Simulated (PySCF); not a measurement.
C₃H₉B. Atoms are numbered in the order given.

```xyz
13

B     -0.1051     1.6183     0.0000
H     -0.2026     2.2294    -1.0430
H     -0.2026     2.2294     1.0430
C      0.2667     0.1011     0.0000
C     -0.0807    -0.6775    -1.2750
C     -0.0807    -0.6775     1.2750
H      1.3767     0.2651     0.0000
H      0.3989    -1.6706    -1.2880
H     -1.1694    -0.8406    -1.3460
H      0.2318    -0.1349    -2.1807
H      0.2318    -0.1349     2.1807
H      0.3989    -1.6706     1.2880
H     -1.1694    -0.8406     1.3460
```

The structure is a stationary point at ωB97X-D3(BJ)/def2-SVP. This is a generated structure with no PubChem entry under its InChIKey; it may be hypothetical.

The numbers are results of CAM-B3LYP/def2-TZVP in PySCF, not measurements.

Symmetry labels are those of the subgroup Cs that the program uses (full group Cs).

Computed valence orbital energies around the gap with their symmetry:
| orbital | symmetry | energy (eV) |
|---|---|---|
| HOMO−7 | A' | -14.10 |
| HOMO−6 | A' | -13.16 |
| HOMO−5 | A" | -13.10 |
| HOMO−4 | A" | -12.21 |
| HOMO−3 | A" | -11.21 |
| HOMO−2 | A' | -11.11 |
| HOMO−1 | A" | -10.40 |
| HOMO | A' | -9.77 |
| LUMO | A' | -0.20 |
| LUMO+1 | A' | 1.87 |
| LUMO+2 | A' | 3.00 |
| LUMO+3 | A" | 3.02 |
